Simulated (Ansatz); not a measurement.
Tuning the range parameter of LC-ωPBE so that −HOMO meets the ionisation energy; basis def2-SVP, Ansatz. System: phenacyltetrahydrothiophenium tetrafluoroborate (C12H15BF4OS). Charge 0, multiplicity 1. Geometry: PBE-D4/def2-SVP. The ionised state is a doublet.

Geometry of the singlet:

```xyz
34

F     0.525    1.490    3.565
B     1.457    1.091    4.622
F     1.012   -0.164    5.105
F     2.719    0.917    4.001
F     1.475    2.054    5.601
O    -1.047    1.724   -0.739
C    -0.436    0.827   -1.314
C     0.441   -0.115   -0.488
S     0.570    0.551    1.224
C     1.423   -0.895    1.997
C     0.318   -1.874    2.400
C    -0.877   -1.041    2.882
C    -1.104    0.103    1.890
C    -0.519    0.616   -2.784
C    -1.317    1.511   -3.532
C    -1.433    1.362   -4.917
C    -0.757    0.316   -5.569
C     0.036   -0.581   -4.834
C     0.157   -0.432   -3.447
H     1.476   -0.158   -0.884
H     0.037   -1.149   -0.479
H     2.148   -1.286    1.257
H     1.976   -0.453    2.853
H     0.041   -2.530    1.545
H     0.695   -2.527    3.213
H    -0.626   -0.618    3.872
H    -1.799   -1.651    2.968
H    -1.725   -0.159    1.013
H    -1.479    1.030    2.356
H    -1.834    2.319   -2.992
H    -2.053    2.063   -5.495
H    -0.848    0.199   -6.660
H     0.564   -1.399   -5.347
H     0.782   -1.142   -2.885
```

```json
{"ω (1/bohr)": "0.1", "HOMO (eV)": "-7.83", "LUMO (eV)": "-2.31", "vertical IE (eV)": "9.18", "HOMO + IE (eV)": "1.35"}
{"ω (1/bohr)": "0.15", "HOMO (eV)": "-8.53", "LUMO (eV)": "-1.82", "vertical IE (eV)": "9.52", "HOMO + IE (eV)": "0.99"}
{"ω (1/bohr)": "0.2", "HOMO (eV)": "-9.17", "LUMO (eV)": "-1.45", "vertical IE (eV)": "9.88", "HOMO + IE (eV)": "0.70"}
{"ω (1/bohr)": "0.3", "HOMO (eV)": "-10.33", "LUMO (eV)": "-0.98", "vertical IE (eV)": "10.32", "HOMO + IE (eV)": "0.00"}
```

Task: Where does the tuning condition hold?

Result: Near ω = 0.30 bohr⁻¹, by linear interpolation.
